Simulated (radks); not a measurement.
Pm, 61 electrons, occupied as [Xe] 4f(up 2.5, down 2.5) 6s2 (fractional occupations, a model configuration).

All-electron calculation, non-relativistic Kohn-Sham, BLYP, spin-polarised, spherical densities, point nucleus; relativity is left out, which matters for an element this heavy. Program: a radial shooting solver on a logarithmic mesh with Libxc functionals.

Energy parts (hartree):
part                       energy
total                  -9658.3879
kinetic                 9655.7320
electron-nucleus      -22899.5607
Hartree                 3806.5936
exchange-correlation    -221.1528

Orbitals (lengths in bohr, moments of r in powers of bohr; r(90%) holds 90 % of the orbital's charge):
| orbital | occ. | eigenvalue (hartree) | r(90%) | <r^2> |
|---|---|---|---|---|
| 1s | 2 | -1564.597 | 0.0442 | 0.0008276 |
| 2s | 2 | -246.1720 | 0.163 | 0.01323 |
| 2p | 6 | -233.5661 | 0.146 | 0.009865 |
| 3s | 2 | -53.46958 | 0.403 | 0.08683 |
| 3p | 6 | -47.93506 | 0.397 | 0.08168 |
| 3d | 10 | -37.62046 | 0.369 | 0.06599 |
| 4s | 2 | -10.43803 | 0.898 | 0.4419 |
| 4p | 6 | -8.32472 | 0.935 | 0.4699 |
| 4d | 10 | -4.58856 | 1.03 | 0.5487 |
| 4f | 5 | -0.18278 | 1.72 | 1.326 |
| 5s | 2 | -1.35903 | 2.21 | 2.630 |
| 5p | 6 | -0.80439 | 2.55 | 3.429 |
| 6s | 2 | -0.11721 | 6.79 | 24.00 |

The highest occupied level is 6s at -3.189 eV. Summed over all electrons, <r^2> = 91.05 bohr^2, which gives a Langevin (diamagnetic) susceptibility term of -72.1 x 10^-6 cm^3/mol. The density falls to 0.001 e/bohr^3 at r = 5.39 bohr. The electron density at the nucleus is 1.613e+05 e/bohr^3. Virial ratio -V/T = 2.00028.
